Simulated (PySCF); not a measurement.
CH7NSi3, SMILES [SiH3][Si@H]1N=C[SiH2]1.

Geometry optimised at PBE-D3(BJ)/def2-SVP. The structure was generated by enumeration; whether it is a known compound was not checked.

All values below come from B3LYP/def2-TZVP (PySCF).

Gas-phase values at a fixed geometry.

| Quantity | Result |
|---|---|
| total energy | -965.63021 hartree |
| highest occupied level | -6.63 eV |
| lowest empty level | -1.55 eV |
| orbital gap | 5.09 eV |
| dipole moment | 1.64 D |
| quadrupole, principal values (traceless, Buckingham form, about the centre of nuclear charge) | -5.57, -0.03, 5.60 D·Å |
| mean static polarisability | 105.4 bohr³ (15.61 Å³) |
| polarisability, principal values | 88.0, 94.0, 134.0 bohr³ |
